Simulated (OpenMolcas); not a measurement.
Co3+ among 3 point charges of -2 e arranged as a planar triangle (D3h).

```yaml
Program: OpenMolcas
Method: "SS-CASPT2, IPEA 0.25 Eh, imaginary shift 0.1 Eh (closed shells correlated: 3s 3p)"
Basis: ANO-RCC-VDZP [5s4p2d1f]
Scalar_Hamiltonian: DKH2, point nucleus
Active_space: 6 electrons in 5 orbitals (3d)
State_averaging: 2S+1 = 5 even, 5 roots; 2S+1 = 3 even, 45 roots; 2S+1 = 1 even, 50 roots
Spin-orbit_coupling: RASSI with atomic mean-field integrals over the reference wave functions
```

All point charges move together. At R = 1.93 Å the first state of the same spin is 2080 cm-1, and at R = 2.27 Å it is 1270 cm-1.

A third run gives 1630 cm-1. What distance was it run at?

With a power law R^-n the two known points give n = -ln(1270 / 2080) / ln(2.27 / 1.93) = 3.04. Then R = 1.93 × (2080 / 1630)^(1/3.04) = 2.091 Å. The run was at 2.09 Å, so the estimate is off by +0.001 Å.

Roots that are degenerate in the reference are averaged as groups; the widest CASPT2 spread within a group is 160 cm-1 (the 4-fold group of multiplicity 1 near 74800 cm-1 above the lowest state of its run, R = 2.27). Shifts and gaps below about the spread of the groups concerned are not significant. Point charges give a weaker field than real ligands, and real ions of this kind are often low spin; the high spin found here belongs to the model. Free-ion shares, where given, are those of the reference states; single-state CASPT2 does not remix them. This is an electrostatic model: the charges have no orbitals. An unlabelled pair can be two single states that coincide in this model. No measured value stands beside these numbers.
